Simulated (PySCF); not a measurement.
# Electron correlation in Ne⁺ (neon, charge +1)

[He] 2s2 2p5, 2P determinant. Calculation: PySCF 2.14, in def2-TZVPPD (6s4p3d1f, 40 functions); no relativity, point nucleus. Frozen: nothing; 9 electrons correlated.

```json
{"level": "CCSD", "correlation energy (mhartree)": "-225.39"}
{"level": "(T)", "correlation energy (mhartree)": "-2.39"}
{"level": "CCSD(T)", "correlation energy (mhartree)": "-227.78"}
```

Diagnostics: T1 = 0.0037, D1 = 0.0064, largest double amplitude 0.026.

Is a single reference adequate?

Yes: T1 lies below 0.03 and no double amplitude reaches 0.07.

This basis was not built for core-valence correlation, so the inner-shell part is incomplete.
